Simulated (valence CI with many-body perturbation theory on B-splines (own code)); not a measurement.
The numbers below are computed, except where a source is named.
## Hyperfine factors and g values of Gd LVII

Level of theory: configuration interaction combined with many-body perturbation theory (CI+MBPT): six valence electrons over a frozen Dirac-Fock core [He], a basis of 9 s, 9 p, 8 d, 6 f, 3 g, 1 h functions for each j, with the one-electron correlation potential Σ1 (screened to all orders), the two-electron term Σ2, the three-electron term Σ3, Breit, model QED; selected single and double excitations, second order for the rest, scaled by the run's own slope (own B-spline code, finite nucleus).

No measured spectrum was set against this ion. As an estimate, large intervals hold to a few tenths of a per cent, small ones and those within an open d or f shell to about a per cent. Among the levels kept, up to 2100 cm⁻¹ of a level comes from second order outside the variational space, and about a tenth of that is noise between levels of different J, which matters for small intervals.

A/g_I is the dipole constant over the nuclear g factor μ/I (μ in nuclear magnetons, uniformly magnetised nucleus), B/Q the quadrupole constant per barn. Both hold the static response of the core; the bare values leave it out. Large factors of s and p1/2 electrons are usually good to 5 to 10 %; those of open d and f shells near neutrality can be off by tens of per cent, and small factors of p3/2, d and f electrons come from cancelling terms and can be off by a factor of two or in sign, in half-filled shells by more. B is blank for J = 1/2, where it vanishes, and for nearly pure S terms. Energies count from the lowest level. Levels with J = 0 are left out.

Levels are named by their leading jj configuration (3d3/2^4 stands for four electrons in 3d with j = 3/2), which in mixed levels can hold well under half, so a name can repeat and another be missing. Letters in brackets count levels of one name in rising energy.

```csv
Level,E (Ry),g,A/g_I (MHz),A/g_I bare,B/Q (MHz/b),B/Q bare
(2s^2 2p1/2^2 2p3/2^2) J=2,0.00,1.319,505000,517000,74300,74400
(2s^2 2p1/2 2p3/2^3) J=1,52.90,1.478,-331000,-311000,-494000,-495000
(2s^2 2p1/2 2p3/2^3) J=2,54.24,1.128,1360000,1360000,-1070000,-1070000
(2s 2p1/2^2 2p3/2^3) J=2,77.05,1.473,3360000,3340000,-985000,-987000
(2s 2p1/2^2 2p3/2^3) J=1,82.06,1.176,-2340000,-2280000,-371000,-372000
(2s 2p1/2 2p3/2^4) J=1,133.23,1.266,7900000,7820000,-118000,-118000
(2s^2 2p1/2^2 2p3/2 3s) J=2,470.29,1.499,1220000,1220000,959000,960000
(2s^2 2p1/2^2 2p3/2 3s) J=1,470.85,1.160,-210000,-186000,491000,492000
(2s^2 2p1/2^2 2p3/2 3p1/2) J=1,477.45,1.485,350000,367000,476000,477000
(2s^2 2p1/2^2 2p3/2 3p1/2) J=2,477.58,1.170,654000,663000,941000,942000
(2s^2 2p1/2^2 2p3/2 3p3/2) J=3,492.56,1.329,323000,332000,1230000,1230000
(2s^2 2p1/2^2 2p3/2 3p3/2) J=1,492.57,1.349,320000,329000,-487000,-488000
(2s^2 2p1/2^2 2p3/2 3p3/2) J=2,494.31,1.317,327000,335000,33900,33900
(2s^2 2p1/2^2 2p3/2 3d3/2) J=2,500.03,1.031,290000,297000,-4460,-4440
(2s^2 2p1/2^2 2p3/2 3d3/2) J=3,500.54,1.089,288000,294000,959000,961000
(2s^2 2p1/2^2 2p3/2 3d3/2) J=1,500.75,1.095,287000,293000,-399000,-400000
(2s^2 2p1/2^2 2p3/2 3d5/2) J=4,504.07,1.245,206000,211000,993000,995000
(2s^2 2p1/2^2 2p3/2 3d5/2) J=2,504.79,1.234,69200,70500,-666000,-667000
(2s^2 2p1/2^2 2p3/2 3d5/2) J=3,505.81,1.199,174000,178000,-149000,-149000
(2s^2 2p1/2^2 2p3/2 3d5/2) J=1,506.53,1.056,-323000,-333000,107000,107000
(2s^2 2p1/2 2p3/2^2 3s) J=2 [a],522.01,1.582,669000,676000,101000,101000
(2s^2 2p1/2 2p3/2^2 3s) J=1 [a],522.75,1.304,-1040000,-1010000,28200,28300
(2s^2 2p1/2 2p3/2^2 3s) J=3,523.74,1.308,1560000,1560000,-4520,-4540
(2s^2 2p1/2 2p3/2^2 3s) J=2 [b],524.25,1.030,892000,904000,-25200,-25200
(2s^2 2p1/2 2p3/2^2 3s) J=1 [b],527.02,1.309,3650000,3620000,-13500,-13500
(2s^2 2p1/2 2p3/2^2 3p1/2) J=1 [a],529.03,1.642,-482000,-457000,40100,40200
(2s^2 2p1/2 2p3/2^2 3p1/2) J=2 [a],529.60,1.204,610000,619000,14200,14200
(2s^2 2p1/2 2p3/2^2 3p1/2) J=3,530.82,1.090,1190000,1190000,-15900,-15900
(2s^2 2p1/2 2p3/2^2 3p1/2) J=2 [b],533.06,1.308,764000,774000,56100,56200
(2s^2 2p1/2 2p3/2^2 3p1/2) J=1 [b],533.75,0.643,2520000,2510000,-3300,-3300
(2s 2p1/2^2 2p3/2^2 3s) J=3,542.01,1.511,2280000,2270000,241000,242000
(2s^2 2p1/2 2p3/2^2 3p3/2) J=2 [a],543.59,1.407,1350000,1350000,42400,42500
```

Take the isotope of mass number 155, with I = 3/2, μ = -0.2591 μN and Q = 1.27 b. What is the hyperfine structure of (2s^2 2p1/2^2 2p3/2 3s) J=2?

From the table A = -211000 MHz, B = 1220000 MHz. Shifts from the centre of gravity in MHz: F = 1/2: 2020000, F = 3/2: 633000, F = 5/2: -657000, F = 7/2: -328000.
